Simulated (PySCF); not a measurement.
Species: C7H14N3 (charge +1).
Numbering: `[CH3:1][c:2]1[c:3]([NH3+:4])[cH:5][n:6][n:7]1[CH:8]([CH3:9])[CH3:10]` (hydrogens: H11, H12, H13 on C1; H14, H15, H16 on N4; H17 on C5; H18 on C8; H19, H20, H21 on C9; H22, H23, H24 on C10)

The same species was optimised twice, with GFN2-xTB and with PBE0-D3(BJ)/def2-SVP (PySCF), and the same property calculations (PySCF, gas phase) were run on both structures.

```
     coordinate  GFN2-xTB  PBE0-D3(BJ)/def2-SVP  change
      N7–C8 (Å)     1.455                 1.472  +0.017
      C3–N4 (Å)     1.467                 1.452  -0.015
      C5–N6 (Å)     1.311                 1.318  +0.007
      C2–N7 (Å)     1.345                 1.352  +0.007
      N6–N7 (Å)     1.323                 1.329  +0.006
      C8–C9 (Å)     1.525                 1.520  -0.005
     C8–C10 (Å)     1.525                 1.520  -0.005
      C3–C5 (Å)     1.403                 1.407  +0.004
      C1–C2 (Å)     1.484                 1.486  +0.002
      C2–C3 (Å)     1.393                 1.391  -0.002
  C9–C8–C10 (°)     111.3                 113.4    +2.1
   C2–C3–N4 (°)     127.6                 125.8    -1.8
   C3–C2–N7 (°)     105.0                 103.8    -1.2
   C1–C2–C3 (°)     130.1                 131.3    +1.2
   C2–C3–C5 (°)     105.9                 107.0    +1.1
   C2–N7–N6 (°)     112.4                 113.4    +1.0
   C2–N7–C8 (°)     128.6                 127.7    -0.9
   N7–C8–C9 (°)     108.9                 109.7    +0.8
N6–N7–C8–C9 (°)       -61                   -62      -1
```

Rotational constants: A = 2437, B = 924.9, C = 789.8 MHz (GFN2-xTB) against A = 2402, B = 923.3, C = 787.4 MHz (PBE0-D3(BJ)/def2-SVP). Atoms that the bonding makes alike are paired by their places after alignment.

On the GFN2-xTB structure: HOMO (eV) -11.22 [PBE0/pcSseg-1]; LUMO (eV) -4.66 [PBE0/pcSseg-1]; GIAO shielding of C1 (ppm) 176.3 [PBE0/pcSseg-1]; GIAO shielding of C2 (ppm) 49.6 [PBE0/pcSseg-1]; GIAO shielding of C3 (ppm) 78.3 [PBE0/pcSseg-1]; GIAO shielding of N4 (ppm) 211.2 [PBE0/pcSseg-1]; GIAO shielding of C5 (ppm) 52.9 [PBE0/pcSseg-1]; GIAO shielding of N6 (ppm) -75.4 [PBE0/pcSseg-1]; GIAO shielding of N7 (ppm) 3.1 [PBE0/pcSseg-1]; GIAO shielding of C8 (ppm) 131.1 [PBE0/pcSseg-1].

What do these properties become on the PBE0-D3(BJ)/def2-SVP structure?

| property | level | on GFN2-xTB | on PBE0-D3(BJ)/def2-SVP | change |
| --- | --- | --- | --- | --- |
| HOMO (eV) | PBE0/pcSseg-1 | -11.22 | -11.25 | -0.03 |
| LUMO (eV) | PBE0/pcSseg-1 | -4.66 | -4.64 | +0.02 |
| energy, GFN2-xTB geometry as zero (kcal/mol) | PBE0/pcSseg-1 | 0.0 | -1.5 | -1.5 |
| GIAO shielding of C1 (ppm) | PBE0/pcSseg-1 | 176.3 | 175.2 | -1.1 |
| GIAO shielding of C2 (ppm) | PBE0/pcSseg-1 | 49.6 | 49.9 | +0.3 |
| GIAO shielding of C3 (ppm) | PBE0/pcSseg-1 | 78.3 | 80.0 | +1.7 |
| GIAO shielding of N4 (ppm) | PBE0/pcSseg-1 | 211.2 | 213.5 | +2.3 |
| GIAO shielding of C5 (ppm) | PBE0/pcSseg-1 | 52.9 | 50.6 | -2.3 |
| GIAO shielding of N6 (ppm) | PBE0/pcSseg-1 | -75.4 | -84.0 | -8.6 |
| GIAO shielding of N7 (ppm) | PBE0/pcSseg-1 | 3.1 | 1.1 | -2.0 |
| GIAO shielding of C8 (ppm) | PBE0/pcSseg-1 | 131.1 | 128.2 | -2.9 |

The heavy atoms differ by 0.027 Å rms after alignment (one structure mirrored). Among the bonds compared N7–C8 changes most (+0.017 Å). Changes are differences of the printed values. Neither structure is proved a minimum here. Geometry: PBE0-D3(BJ)/def2-SVP, one conformer, isolated ion.

Conformer computed: `[CH3:1][c:2]1[c:3]([NH3+:4])[cH:5][n:6][n:7]1[CH:8]([CH3:9])[CH3:10]`: N6–N7–C8–C9 -62°.
